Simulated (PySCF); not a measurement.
CH2O2, charge +1, doublet, at a GFN2-xTB geometry (a state made from the parent by changing its charge; the spin is typed, not shown lowest). Base run: R2SCAN/3-21G run with PySCF.

Geometry (Å):
```xyz
5

O      0.8397    -0.7240    -0.0572
C     -0.2481    -0.1153     0.0023
O     -0.7283     0.9593     0.0643
H      1.7003    -0.2359    -0.0611
H     -1.1032    -0.9551    -0.0095
```
Charge +1, spin multiplicity 2.
Orbitals are unrestricted.
All else is at PySCF's defaults.
Base energy -188.18312 Eh.

Variants of this job, named by their change:

| change | ΔE vs base (mEh) | SCF cycles | <S^2> | outcome |
|---|---|---|---|---|
| base | 0.000 | 11 | 0.757 | converged |
| level_shift = 1.0 (with mf.max_cycle = 100) | 0.000 | 72 | 0.757 | converged |
| init_guess = mod_huckel | 0.000 | 12 | 0.757 | converged |
| init_guess = atom | 0.000 | 10 | 0.757 | converged |
| level_shift = 0.1 (with mf.max_cycle = 100) | 0.000 | 13 | 0.757 | converged |
| solver = newton; init_guess = 1e | 77.994 | - | 0.769 | another SCF solution |
| conv_tol_grad = 1e-7 | 0.000 | 14 | 0.757 | converged |
| DIIS = EDIIS | - | 50 | - | not converged |
| level_shift = 0.3 (with mf.max_cycle = 100) | 0.000 | 25 | 0.757 | converged |
| conv_tol = 1e-12 | 0.000 | 13 | 0.757 | converged |
| diis = off; damp = 0.3 (with mf.diis_start_cycle = 200; with mf.max_cycle = 150) | - | 150 | - | not converged |
| diis = off (with mf.max_cycle = 100) | - | 100 | - | not converged |
| diis_space = 4 | 0.000 | 12 | 0.757 | converged |

A guess, shift, damping, solver or small numerical setting can't move a converged solution much, so rows marked as another SCF solution ended in a different state.

Open shells are given as the SCF converged; they aren't shown to be the lowest states, and a large step between rows can be another state.
